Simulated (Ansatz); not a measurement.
A run for Ansatz (a quantum-chemistry and plane-wave program): R-r2SCAN/def2-TZVPP on H2O (SMILES O).

Ansatz 0.2 input:
```yaml
crystal:
  periodic: [false, false, false]
  atoms:
    - {symbol: O, position_ang: [-0.00000000, 0.00000000, 0.38961139]}
    - {symbol: H, position_ang: [0.00000000, 0.76498632, -0.19485569]}
    - {symbol: H, position_ang: [0.00000000, -0.76498632, -0.19485569]}
basis:
  gaussian:
    orbitals: def2-TZVPP
hamiltonian:
  xc: {name: r2SCAN}
scf: {lower_state_search: off}
```

**Question.** Predict the final total energy.

**Answer.** -76.4232 hartree.
